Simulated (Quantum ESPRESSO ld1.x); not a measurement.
Problem. Successive ionisation energies (eV) of one element, from differences of total energies of ions in their ground configurations, starting at charge 4: 124.64, 157.08, 207.00, 236.50, 1201.7, 1338.0. Method: scalar-relativistic Kohn-Sham, LDA (Slater exchange, Perdew-Zunger correlation), spin-unpolarised, spherical densities, point nucleus; computed with ld1.x of Quantum ESPRESSO 7.5. Which element is it?

Solution. Neon (Z = 10). The first species listed is Ne4+ in [He] 2s2 2p2, the last Ne9+ in 1s1.
